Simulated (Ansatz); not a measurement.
`[NH2][GeH2][S]` radical. The species carries charge 0 and has multiplicity 2.

```xyz
7

N     0.7336    0.5248    0.7779
Ge   -0.2967   -0.3985   -0.4222
S    -2.1688   -1.0109    0.5698
H     1.6827    0.6986    0.4765
H     0.3240    1.3838    1.1169
H     0.5399   -1.6031   -0.8787
H    -0.8148    0.4053   -1.6403
```

**Question.** What are the harmonic wavenumbers in cm⁻¹ at PBE0-D4/def2-TZVP (Ansatz, finite differences of forces, unscaled)? (Estimate.)

**Answer.** The calculation gave: 135, 197, 406, 438, 502, 622, 705, 739, 852, 925, 1571, 2087, 2161, 3559, 3660.

**Question.** Is this a minimum?

**Answer.** Yes, all 15 modes are real.

**Question.** Give the ideal-gas thermochemistry at 298.15 K and 1 bar (rigid rotor, harmonic oscillator; point group C1, symmetry number 1).

**Answer.** Zero-point energy 111.0 kJ/mol; H(298) − E = 127.5 kJ/mol; entropy 317.5 J/(mol·K), of which translation 168.8, rotation 106.3, vibration 36.6, electronic 5.8; G(298) − E = 32.8 kJ/mol.

**Question.** And at 400, 500, 600, 800 and 1000 K?

**Answer.** 
```csv
T (K),H − E (kJ/mol),S (J/mol/K),G − E (kJ/mol)
400,136.5,343.3,-0.8
500,146.3,365.2,-36.3
600,156.9,384.6,-73.8
800,180.0,417.6,-154.1
1000,204.7,445.2,-240.5
```

**Question.** Rotational constants (cm⁻¹)?

**Answer.** 0.417, 0.1137, 0.09314.
